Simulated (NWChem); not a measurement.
# CH$_{7}$GeN; SMILES C[NH][GeH3]

Program: NWChem. Each level has its own optimisation; frequencies are unscaled.

For level Hartree-Fock/STO-3G:

```yaml
r Ge–N (Å): 1.785
highest harmonic frequency (cm⁻¹): 4045
zero-point energy (kcal/mol): 57.4
```

Q: Estimate the same quantities for level PBE0/def2-SVP.

A: 
| Item | Value |
|---|---|
| r Ge–N (Å) | 1.834 |
| highest harmonic frequency (cm⁻¹) | 3616 |
| zero-point energy (kcal/mol) | 48.6 |
